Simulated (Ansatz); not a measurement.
Input file:

```yaml
crystal:
  periodic: [false, false, false]
  atoms:
    - { symbol: Hf, position_ang: [0.0, 0.0, 0.0] }
    - { symbol: O, position_ang: [0.0, 0.0, 2.42] }
    - { symbol: H, position_ang: [-0.9095, -0.2814, 2.7571] }
    - { symbol: F, position_ang: [1.8671, 0.0, -0.6593] }
    - { symbol: F, position_ang: [-0.9326, 1.6157, -0.6593] }
    - { symbol: F, position_ang: [-0.9326, -1.6157, -0.6593] }
    - { symbol: Br, position_ang: [1.5658, -2.3777, 0.946] }
    - { symbol: H, position_ang: [0.7468, -1.134, 2.2225] }
basis:
  gaussian: { orbitals: def2-SVP }
hamiltonian:
  xc: pbe
  dispersion: d4
relax:
  f_tol: 0.15
  max_steps: 25
  restrain:
    - { distance: [0, 6], at: 3.9, k: 30.0 }
    - { distance: [7, 1], at: 2.21, k: 30.0 }
    - { distance: [0, 1], at: 2.07, k: 30.0 }
    - { distance: [7, 6], at: 1.55, k: 30.0 }
output:
  orbitals: {}
```

Run as:

```bash
$ ansatz run input.yaml --threads 4 --pin off --max-ram 5120MiB --backend cpu --events-out ev --progress --plain --runs-dir out
```

Hardware: 4 threads of Arm Neoverse V1, with other jobs on the host.

Question: Roughly how long does this run take, and how much memory?

Answer: 18 s, with a peak of 0.2 GiB, for 8 ionic steps.
